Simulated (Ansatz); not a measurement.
`O[SiH](O)S[SiH2]Cl`, relaxed with RKS PBE0-D4/def2-TZVP in Ansatz from a PBE-D4/def2-SVP geometry. The force threshold is 0.005 eV/Å; the program also tests the step.

Charge 0, multiplicity 1.

Start:

```xyz
11

O     2.042   -1.827    0.122
Si    0.761   -0.833    0.514
O     1.196    0.119    1.805
S     0.334    0.300   -1.294
Si   -1.575    1.122   -0.719
Cl   -2.366    2.041   -2.403
H     2.012   -2.228   -0.765
H    -0.464   -1.546    0.985
H     1.998    0.656    1.672
H    -1.424    2.156    0.357
H    -2.516    0.041   -0.274
```

By how much does the energy fall, and how many steps does the optimiser take? (An estimate is asked.)

Computed: 0.14 eV, in 43 steps, 1 of them rejected.

Which bonds change most? (Best estimate.)

Ansatz gave: Si2–O3 from 1.662 to 1.626 Å; S4–Si5 from 2.157 to 2.121 Å; O1–Si2 from 1.668 to 1.634 Å; Si2–S4 from 2.176 to 2.149 Å.

Give the relaxed structure. (Best estimate.)

Ansatz gave: 
```xyz
11

O     1.891   -1.800   -0.104
Si    0.655   -0.857    0.401
O     0.862   -0.537    1.982
S     0.701    0.900   -0.837
Si   -1.349    1.420   -0.665
Cl   -2.517    0.379   -1.995
H     2.059   -1.851   -1.046
H    -0.672   -1.494    0.305
H     1.687   -0.136    2.261
H    -1.462    2.856   -0.993
H    -1.856    1.119    0.691
```
